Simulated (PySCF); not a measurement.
Correlation energy of Ir(2+) (iridium, charge +2)

[Xe] 4f14 5d6 6s1, high-spin 6D determinant (an excited configuration). All numbers are calculated (PySCF 2.14, scalar relativity through the core potential, in aug-cc-pVDZ-PP with ECP60MDF). Frozen: 5s2 5p6; 7 electrons correlated.

```json
{"level": "CCSD", "correlation energy (mhartree)": "-107.06"}
{"level": "(T)", "correlation energy (mhartree)": "-1.26"}
{"level": "CCSD(T)", "correlation energy (mhartree)": "-108.32"}
```

Diagnostics: T1 = 0.0050, D1 = 0.0120, largest double amplitude 0.020.

Spin-orbit coupling, absent here, splits the open shell strongly.

Cost of the coupled-cluster step: of the order of 4 core-seconds, for 7 correlated electrons.
